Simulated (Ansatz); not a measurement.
Cartesian coordinates in Å:
```
C -1.671 -1.248 -1.052
C -0.445 -1.207 -0.536
Si 0.625 0.298 -0.623
F -0.127 1.404 -1.518
Si 0.963 1.237 1.513
F 1.585 0.088 2.453
H -2.100 -0.394 -1.567
H -2.294 -2.135 -0.987
H -0.060 -2.089 -0.026
H 1.925 -0.012 -1.277
H -0.318 1.682 2.119
H 1.917 2.377 1.500
```

Charge 0, multiplicity 1.

(1) List the PBE0/def2-TZVPP orbital energies in eV (the Gaussian-basis code of Ansatz). (An estimate is asked.)

Answers

(1) Ansatz gave: Occupied: -1803.55, -1803.53, -673.85, -673.81, -278.75, -278.46, -145.79, -145.77, -100.51, -100.49, -100.42, -100.42, -100.40, -100.39, -33.19, -33.15, -21.85, -16.98, -15.86, -15.05, -13.54, -12.93, -12.91, -12.71, -12.63, -12.35, -12.02, -11.09, -9.83, -9.35, -8.77, -7.82. Lowest empty: -1.22, -0.68, 0.44, 1.14, 1.47, 1.86, 2.01, 2.68.
